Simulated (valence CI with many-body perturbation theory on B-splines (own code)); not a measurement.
# E1 line list for I38+

Computed by relativistic CI+MBPT: five valence electrons over a frozen Dirac-Fock core [Ne], a basis of 9 s, 9 p, 8 d, 6 f, 3 g, 1 h functions for each j, with the one-electron correlation potential Σ1 (screened to all orders), the two-electron term Σ2, the three-electron term Σ3, Breit, model QED; selected single and double excitations, second order for the rest (own B-spline code, finite nucleus).

The last digits are not significant, and no measured levels were compared; by estimate large intervals hold to a few tenths of a per cent, small ones and those within an open d or f shell to about a per cent. Among the levels kept, up to 530 cm⁻¹ of a level comes from second order outside the variational space, and about a tenth of that is noise between levels of different J, which matters for small intervals.

Lines 101 to 150 of 215 in falling wavelength, among levels below 2841800 cm⁻¹, chosen from the strongest by gf and those to the six lowest levels. Wavelengths and rates use the calculated energies. Electric multipoles are in the length gauge, E1 and E2 with the static RPA response of the core. Weak lines are less certain than strong ones. Lines between different terms over intervals too small for the method are left out, as are lines whose strength nearly cancels. The highest levels of a list are the least certain.

Levels are named by their leading jj configuration (3d3/2^4 stands for four electrons in 3d with j = 3/2), which in mixed levels can hold well under half, so a name can repeat and another be missing. Letters in brackets count levels of one name in rising energy.

| λ vac (nm) | Upper | Lower | A (s⁻¹) | log gf | Branch % |
| --- | --- | --- | --- | --- | --- |
| 8.952 | (3s 3p1/2^2 3p3/2 3d3/2) J=3/2 [b] | (3s 3p1/2^2 3p3/2^2) J=3/2 | 3.43e+09 | -1.78 | 5.4 |
| 8.874 | (3s^2 3p1/2 3p3/2 3d3/2) J=5/2 [a] | (3s^2 3p1/2 3p3/2^2) J=5/2 | 6.85e+08 | -2.31 | 37.0 |
| 8.833 | (3s^2 3p1/2 3p3/2 3d3/2) J=3/2 [a] | (3s^2 3p1/2 3p3/2^2) J=5/2 | 1.31e+09 | -2.21 | 6.5 |
| 8.667 | (3s^2 3p1/2 3p3/2 3d5/2) J=3/2 [a] | (3s^2 3p1/2 3p3/2^2) J=1/2 | 1.18e+08 | -3.28 | 8.3 |
| 8.422 | (3s^2 3p1/2 3p3/2 3d3/2) J=7/2 | (3s^2 3p1/2 3p3/2^2) J=5/2 | 5.86e+07 | -3.30 | 99.9 |
| 8.395 | (3s^2 3p1/2 3p3/2 3d3/2) J=5/2 [a] | (3s^2 3p1/2 3p3/2^2) J=3/2 | 8.77e+07 | -3.26 | 4.7 |
| 8.389 | (3s^2 3p1/2^2 3d3/2) J=3/2 | (3s^2 3p1/2^2 3p3/2) J=3/2 | 1.15e+09 | -2.32 | 82.1 |
| 8.358 | (3s^2 3p1/2 3p3/2 3d3/2) J=3/2 [a] | (3s^2 3p1/2 3p3/2^2) J=3/2 | 3.95e+07 | -3.78 | 0.2 |
| 8.319 | (3s^2 3p1/2 3p3/2 3d3/2) J=1/2 [a] | (3s^2 3p1/2 3p3/2^2) J=3/2 | 2.03e+08 | -3.37 | 5.5 |
| 8.287 | (3s 3p1/2^2 3p3/2 3d5/2) J=5/2 | (3s 3p1/2^2 3p3/2^2) J=3/2 | 8.34e+08 | -2.29 | 1.4 |
| 8.209 | (3s 3p1/2^2 3p3/2 3d3/2) J=5/2 [a] | (3s 3p1/2^2 3p3/2^2) J=5/2 | 1.34e+09 | -2.09 | 10.7 |
| 8.185 | (3s 3p1/2^2 3p3/2 3d3/2) J=5/2 [b] | (3s 3p1/2^2 3p3/2^2) J=3/2 | 1.43e+09 | -2.06 | 1.0 |
| 8.143 | (3s 3p1/2^2 3p3/2 3d3/2) J=3/2 [a] | (3s 3p1/2^2 3p3/2^2) J=5/2 | 3.64e+09 | -1.84 | 20.8 |
| 8.111 | (3s^2 3p1/2 3p3/2 3d5/2) J=3/2 [a] | (3s^2 3p1/2 3p3/2^2) J=5/2 | 6.81e+07 | -3.57 | 4.8 |
| 8.003 | (3s 3p1/2^2 3p3/2 3d3/2) J=7/2 | (3s 3p1/2^2 3p3/2^2) J=5/2 | 1.24e+09 | -2.02 | 14.2 |
| 7.980 | (3s 3p1/2^2 3p3/2 3d3/2) J=1/2 [b] | (3s 3p1/2^2 3p3/2^2) J=1/2 | 2.42e+09 | -2.33 | 1.5 |
| 7.919 | (3s^2 3p1/2 3p3/2 3d5/2) J=7/2 [a] | (3s^2 3p1/2 3p3/2^2) J=5/2 | 2.07e+08 | -2.81 | 99.2 |
| 7.894 | (3s^2 3p3/2^2 3d5/2) J=1/2 | (3s^2 3p3/2^3) J=3/2 | 2.41e+07 | -4.35 | 0.0 |
| 7.819 | (3s^2 3p3/2^2 3d3/2) J=5/2 | (3s^2 3p3/2^3) J=3/2 | 3.85e+09 | -1.67 | 0.8 |
| 7.780 | (3s^2 3p1/2 3p3/2 3d5/2) J=5/2 [a] | (3s^2 3p1/2 3p3/2^2) J=5/2 | 1.23e+08 | -3.17 | 1.6 |
| 7.780 | (3s^2 3p3/2^2 3d3/2) J=3/2 [a] | (3s^2 3p3/2^3) J=3/2 | 1.13e+08 | -3.39 | 0.0 |
| 7.757 | (3s^2 3p3/2^2 3d3/2) J=1/2 | (3s^2 3p3/2^3) J=3/2 | 1.94e+09 | -2.45 | 0.4 |
| 7.736 | (3s^2 3p1/2 3p3/2 3d3/2) J=1/2 [b] | (3s^2 3p1/2 3p3/2^2) J=1/2 | 1.13e+09 | -2.69 | 0.2 |
| 7.709 | (3s^2 3p1/2 3p3/2 3d5/2) J=3/2 [a] | (3s^2 3p1/2 3p3/2^2) J=3/2 | 2.59e+08 | -3.04 | 18.2 |
| 7.709 | (3s^2 3p1/2 3p3/2 3d3/2) J=3/2 [b] | (3s^2 3p1/2 3p3/2^2) J=1/2 | 1.86e+08 | -3.18 | 0.0 |
| 7.694 | (3s 3p1/2^2 3p3/2^2) J=5/2 | (3s^2 3p1/2^2 3p3/2) J=3/2 | 1.30e+08 | -3.16 | 3.0 |
| 7.542 | (3s 3p1/2^2 3p3/2 3d3/2) J=5/2 [a] | (3s^2 3p1/2^2 3d3/2) J=3/2 | 2.37e+08 | -2.92 | 1.9 |
| 7.486 | (3s 3p1/2^2 3p3/2 3d3/2) J=3/2 [a] | (3s^2 3p1/2^2 3d3/2) J=3/2 | 1.46e+09 | -2.31 | 8.3 |
| 7.466 | (3s^2 3p1/2 3p3/2 3d3/2) J=5/2 [b] | (3s^2 3p1/2 3p3/2^2) J=5/2 | 1.15e+09 | -2.24 | 0.3 |
| 7.465 | (3s 3p1/2^2 3p3/2 3d3/2) J=1/2 [a] | (3s^2 3p1/2^2 3d3/2) J=3/2 | 4.34e+08 | -3.14 | 4.2 |
| 7.445 | (3s 3p1/2^2 3p3/2 3d3/2) J=3/2 [b] | (3s 3p1/2^2 3p3/2^2) J=5/2 | 4.42e+09 | -1.83 | 6.9 |
| 7.410 | (3s^2 3p1/2 3p3/2 3d5/2) J=5/2 [a] | (3s^2 3p1/2 3p3/2^2) J=3/2 | 1.91e+09 | -2.02 | 24.9 |
| 7.390 | (3s 3p1/2 3p3/2^3) J=3/2 [a] | (3s^2 3p1/2 3p3/2^2) J=1/2 | 1.13e+09 | -2.43 | 0.9 |
| 7.310 | (3s 3p1/2^2 3p3/2 3d5/2) J=7/2 | (3s^2 3p1/2^2 3d5/2) J=5/2 | 2.48e+10 | -0.80 | 32.8 |
| 7.266 | (3s^2 3p1/2 3p3/2 3d3/2) J=3/2 [b] | (3s^2 3p1/2 3p3/2^2) J=5/2 | 1.41e+09 | -2.35 | 0.2 |
| 7.201 | (3s^2 3p1/2 3p3/2 3d5/2) J=1/2 | (3s^2 3p1/2 3p3/2^2) J=1/2 | 1.29e+10 | -1.70 | 6.6 |
| 7.171 | (3s^2 3p3/2^2 3d3/2) J=3/2 [b] | (3s^2 3p3/2^3) J=3/2 | 1.10e+10 | -1.47 | 2.5 |
| 7.125 | (3s^2 3p1/2 3p3/2 3d3/2) J=5/2 [b] | (3s^2 3p1/2 3p3/2^2) J=3/2 | 1.87e+10 | -1.07 | 4.3 |
| 6.982 | (3s 3p1/2 3p3/2^3) J=3/2 [a] | (3s^2 3p1/2 3p3/2^2) J=5/2 | 5.19e+09 | -1.82 | 4.2 |
| 6.979 | (3s 3p1/2^2 3p3/2 3d5/2) J=5/2 | (3s 3p1/2^2 3p3/2^2) J=5/2 | 4.54e+10 | -0.70 | 76.5 |
| 6.965 | (3s^2 3p3/2^2 3d5/2) J=5/2 [a] | (3s^2 3p3/2^3) J=3/2 | 3.15e+07 | -3.86 | 1.8 |
| 6.964 | (3s^2 3p1/2 3p3/2 3d3/2) J=1/2 [b] | (3s^2 3p1/2 3p3/2^2) J=3/2 | 2.41e+09 | -2.45 | 0.5 |
| 6.942 | (3s^2 3p1/2 3p3/2 3d3/2) J=3/2 [b] | (3s^2 3p1/2 3p3/2^2) J=3/2 | 1.65e+09 | -2.32 | 0.2 |
| 6.940 | (3s^2 3p1/2 3p3/2 3d5/2) J=3/2 [b] | (3s^2 3p1/2 3p3/2^2) J=1/2 | 5.20e+10 | -0.82 | 29.4 |
| 6.934 | (3s^2 3p1/2^2 3d5/2) J=5/2 | (3s^2 3p1/2^2 3p3/2) J=3/2 | 7.62e+10 | -0.48 | 94.4 |
| 6.907 | (3s 3p1/2^2 3p3/2 3d3/2) J=5/2 [b] | (3s 3p1/2^2 3p3/2^2) J=5/2 | 2.53e+09 | -1.96 | 1.8 |
| 6.892 | (3s 3p1/2^2 3p3/2 3d3/2) J=3/2 [b] | (3s^2 3p1/2^2 3d3/2) J=3/2 | 4.38e+10 | -0.90 | 68.9 |
| 6.890 | (3s^2 3p1/2 3p3/2 3d5/2) J=7/2 [b] | (3s^2 3p1/2 3p3/2^2) J=5/2 | 1.02e+11 | -0.24 | 100.0 |
| 6.831 | (3s 3p1/2^2 3p3/2 3d5/2) J=3/2 | (3s 3p1/2^2 3p3/2^2) J=5/2 | 2.44e+10 | -1.17 | 45.2 |
| 6.827 | (3s^2 3p1/2 3p3/2 3d5/2) J=5/2 [b] | (3s^2 3p1/2 3p3/2^2) J=5/2 | 4.71e+09 | -1.70 | 1.9 |
